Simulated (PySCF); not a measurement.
[Hg(H2O)2]2+ at several levels of theory

Computed with PySCF 2.14.0 (density fitting, no spin-orbit coupling) at the geometry relaxed with PBE0:

```xyz
7
[Hg(H2O)2]2+ (singlet)
Hg    0.0000    0.0000    0.0000
O     0.0000    0.0000    2.0472
H     0.5698    0.5698    2.6058
H    -0.5698   -0.5698    2.6058
O     0.0000    0.0000   -2.0472
H     0.5698   -0.5698   -2.6058
H    -0.5698    0.5698   -2.6058
```

```
level                                              basis    state  HOMO (eV)  gap (eV)  charge on Hg1 (e)  dipole about the centre of mass (D)  largest force component (eV/Å)
 PBE0     Hg def2-SVP with ECP60, O def2-SVP, H def2-SVP  singlet     -21.86      7.54               1.24                                 0.00                            0.01
 PBE0  Hg def2-TZVP with ECP60, O def2-TZVP, H def2-TZVP  singlet     -21.89      7.56               1.32                                 0.00                            0.20
```

Charges are Mulliken's, which hang on the basis. The relaxation used the grid (50, 194), these runs (75, 302) or, all-electron (x2c bases, spin-free X2C Hamiltonian), (99, 590).

**Question.** A further run in the first row's basis gives HOMO (eV) -23.37, gap (eV) 10.22, charge on Hg1 (e) 1.22, dipole about the centre of mass (D) 0.00, largest force component (eV/Å) 0.18. Which level was it?
A. r2SCAN
B. CAM-B3LYP

**Answer.** B. The others give HOMO -20.42 eV (r2SCAN).

In the first row's basis the gap widens with exact exchange: 5.2 eV for r2SCAN (none); 7.5 eV for PBE0 (a fixed share); 10.2 eV for CAM-B3LYP (rising or full at long range).
